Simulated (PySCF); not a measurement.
Structure with atom numbers: `[CH3:1]/[CH:2]=[C:3]([Cl:4])\[CH:5]=[C:6](/[CH3:7])[F:8]`; H(Xn) means a hydrogen on atom n.

- GFN2-xTB geometry
- shieldings: GIAO PBE0/pcSseg-1
- program: PySCF 2.14
- one conformer, no relativistic terms, fast rotation and ring inversion assumed for equivalent nuclei, gas phase

Referencing at the same level of theory: ¹³C (σ = 186.93 ppm) and ¹H (σ = 31.72 ppm) against TMS; HCl for ³⁵Cl (σ = 949.78 ppm); CFCl3 for ¹⁹F (σ = 170.95 ppm).

```json
{"atoms": "H(C2)", "nucleus": "¹H", "count": "1", "Hirshfeld charge": "0.04", "δ (ppm)": "?"}
{"atoms": "C7", "nucleus": "¹³C", "count": "1", "Hirshfeld charge": "-0.13", "δ (ppm)": "?"}
{"atoms": "Cl4", "nucleus": "³⁵Cl", "count": "1", "Hirshfeld charge": "-0.02", "δ (ppm)": "267"}
{"atoms": "F8", "nucleus": "¹⁹F", "count": "1", "Hirshfeld charge": "-0.09", "δ (ppm)": "-79.1"}
{"atoms": "H(C7)", "nucleus": "¹H", "count": "3", "Hirshfeld charge": "0.05", "δ (ppm)": "2.39"}
{"atoms": "H(C1)", "nucleus": "¹H", "count": "3", "Hirshfeld charge": "0.05", "δ (ppm)": "1.90"}
{"atoms": "C6", "nucleus": "¹³C", "count": "1", "Hirshfeld charge": "0.10", "δ (ppm)": "?"}
{"atoms": "C5", "nucleus": "¹³C", "count": "1", "Hirshfeld charge": "-0.10", "δ (ppm)": "109.8"}
{"atoms": "C3", "nucleus": "¹³C", "count": "1", "Hirshfeld charge": "0.01", "δ (ppm)": "134.9"}
{"atoms": "H(C5)", "nucleus": "¹H", "count": "1", "Hirshfeld charge": "0.05", "δ (ppm)": "6.30"}
{"atoms": "C1", "nucleus": "¹³C", "count": "1", "Hirshfeld charge": "-0.11", "δ (ppm)": "?"}
{"atoms": "C2", "nucleus": "¹³C", "count": "1", "Hirshfeld charge": "-0.05", "δ (ppm)": "134.4"}
```

Estimate the values marked ?.

Results:


- C6: 176.6 ppm, fully substituted alkene carbon
- C7: 20.7 ppm, allylic methyl carbon; a saturated carbon with 1 carbon neighbour and no heteroatom attached
- C1: 18.1 ppm, allylic methyl carbon; a saturated carbon with 1 carbon neighbour and no heteroatom attached
- H(C2): 5.89 ppm, hydrogen on an alkene CH; attached to an sp2 carbon and in the plane of the double bond

Carbons that carry Cl, above all several Cl atoms, come out too deshielded, partly because spin–orbit coupling is missing. Shifts are as computed. Against solution values, carbons near 30 ppm lie about +3 ppm off and those near 130 ppm about +5 ppm; carbons on Cl a further +6 ppm (rms about the fit 2.1 ppm; single classes can miss by 10 ppm). Of 1328 compounds with measured shifts, 309 miss one by over three times the rms of a fit or turn the order of signals round; such compounds aren't used in these exercises. Signals without a measured value on file couldn't be tested in this way; 1H shifts scatter by 0.2 ppm about their fit, and single ones miss by 0.5 ppm. Unscaled 19F shifts against computed CFCl3 carry errors that often reach 10 to 50 ppm.
